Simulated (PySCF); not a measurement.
**Which element holds H most strongly?**

CCSD(T) extrapolated to the basis-set limit (PySCF; AlH CCSD(T)/CBS(TQ)+CV+SR, AsH CCSD(T)/CBS(DT), BH CCSD(T)/CBS(TQ)+CV+SR, GaH CCSD(T)/CBS(DT), GeH CCSD(T)/CBS(DT), MoH CCSD(T)/CBS(TQ)+CV, NiH CCSD(T)/CBS(TQ)+CV+SR; CV core-valence, SR scalar-relativistic term); no spin–orbit coupling. D0 is De less the harmonic zero-point energy.

| M | state (unpaired electrons) | Re (Å) | ωe (cm⁻¹) | D0(MH) (eV) |
| --- | --- | --- | --- | --- |
| As | triplet (π ↑↑) | 1.519 | 2162 | 2.74 |
| Ga | singlet (closed shell) | 1.659 | 1601 | 2.90 |
| B | singlet (closed shell) | 1.230 | 2371 | 3.54 |
| Ge | doublet (π ↑) | 1.584 | 1903 | 2.83 |
| Mo | sextet (σ ↑, π ↑↑, δ ↑↑) | 1.717 | 1759 | 2.34 |
| Al | singlet (closed shell) | 1.647 | 1686 | 3.09 |
| Ni | doublet (δ ↑) | 1.447 | 2029 | 2.81 |

Q: Order the elements by D0 and give the energy of GaH + Ni → NiH + Ga.

A: B > Al > Ga > Ge > Ni > As > Mo; ΔE = 2.90 − 2.81 = +0.09 eV at composite CCSD(T). Close neighbours can swap at other levels.

Correlated steps freeze the inner cores (1 to 9 orbitals); shallow outer-core shells are correlated. These are scalar-relativistic numbers at best; spin–orbit coupling would shift them, the dissociation energy most. Where the molecule has an RHF reference, its open-shell atoms are computed with UHF. The CCSD T1 diagnostic is raised in MoH, NiH, a sign that a single reference may not be enough there. States were picked by a PBE0 search and need not be the measured ground states. The state is the lowest single determinant that the PBE0 search found; with open d or f shells the true ground state can be another one.
